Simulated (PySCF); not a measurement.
C₄H₆F₂, SMILES C/C=C/C(F)F. Atoms are numbered in the order given.

```xyz
12

C     -2.6983     0.4721    -0.2404
C     -1.2262     0.5471     0.0154
C     -0.3099    -0.2675    -0.5146
C      1.1570    -0.1657    -0.2362
F      1.4244     0.7784     0.7063
F      1.6277    -1.3623     0.2268
H     -3.2511     0.3177     0.7023
H     -2.9565    -0.3452    -0.9303
H     -3.0719     1.4189    -0.6675
H     -0.8806     1.3346     0.6945
H     -0.5901    -1.0727    -1.2029
H      1.7456     0.0864    -1.1387
```

Coordinates come from a B3LYP-D3(BJ)/def2-SVP optimisation. Other conformers were not sampled.

Calculation: PBE/pcSseg-1 run with PySCF.

GIAO shieldings, no solvent; atoms listed in one row are averaged. δ = σ(ref) − σ: ¹³C against TMS (σ = 182.0 ppm); ¹⁹F against CFCl3 (σ = 133.6 ppm); ¹H against TMS (σ = 31.49 ppm), references at their B3LYP-D3(BJ)/def2-TZVP geometries, non-relativistic.

```csv
nucleus,atoms,count,δ (ppm)
¹³C,C2,1,140.1
¹³C,C3,1,134.1
¹³C,C4,1,124.3
¹³C,C1,1,24.0
¹⁹F,F6,1,-148.0
¹⁹F,F5,1,-172.3
¹H,H12,1,6.73
¹H,H10,1,6.56
¹H,H11,1,5.89
¹H,"H7, H8, H9",3,2.22
```
